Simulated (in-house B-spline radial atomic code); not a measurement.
A run on P- that did not converge. Method: non-relativistic TPSSh, spin-polarised, spherical fractional occupations, exact exchange averaged over the configuration, point nucleus; computed with a B-spline radial code for spherical atoms.

Command:
```bash
python run_scf.py task.json out
```
Settings:
```
Z                15
configuration    [Ne] 3s2 3p4
hamiltonian      nr
method           tpssh
spin_polarised   True
exact_exchange   averaged over the configuration
```

First and last ten iterations of the last attempt (damped for 15 steps, keeping 80 % of the old Fock matrix, then DIIS):
```
 iter        energy (Eh)    residual
    1        -341.261236    2.20e-02
    2        -341.232082    3.31e-02
    3        -341.272617    2.19e-02
    4        -341.293799    1.40e-02
    5        -341.304343    8.94e-03
    6        -341.309401    5.87e-03
    7        -341.267091    1.62e-02
    8        -341.302726    9.75e-03
    9        -341.308954    6.25e-03
   10        -341.267612    1.61e-02
  111        -341.262429    1.80e-02
  112        -341.261928    1.81e-02
  113        -341.261679    1.81e-02
  114        -341.261544    1.82e-02
  115        -341.261759    1.81e-02
  116        -341.262957    1.78e-02
  117        -340.019159    5.40e-02
  118        -338.562667    7.37e-02
  119        -338.592498    7.35e-02
  120        -338.577855    7.32e-02
 not converged after 120 iterations
```

The smallest residual met was 5.9e-03; the threshold is about 1e-07. No energy from this run should be used. Run time, properties included: 2.9 s on 1 thread of Arm Neoverse V1, with other jobs on the host.
